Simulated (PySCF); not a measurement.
# Ionisation energy of Pd²⁺ by level of theory

Pd²⁺ [Kr] 4d8 (3F) → Pd³⁺ [Kr] 4d7 (4F), as a difference of total energies. Calculation: PySCF 2.14, in x2c-TZVPPall; the spin-free X2C one-electron Hamiltonian (Gaussian nucleus). Correlated levels: valence: [Kr] frozen. The calculations carry no spin-orbit coupling.

```csv
method,ionisation energy (eV)
UHF,31.133
MP2 (valence),32.734
SCS-MP2 (valence),32.744
CCSD (valence),32.581
CCSD(T) (valence),32.641
```

**Question.** How much does correlation contribute at CCSD(T) (valence)?

**Answer.** 32.641 − (31.133) = 1.508 eV, measured against UHF.

The reference lies between the lowest fine-structure levels, while these numbers refer to the centres of the terms.

Errors of the correlated levels include the incompleteness of this basis and the frozen core.

For comparison: 32.93 eV (semi-empirical (NIST evaluation); NIST Atomic Spectra Database, ionization energies).
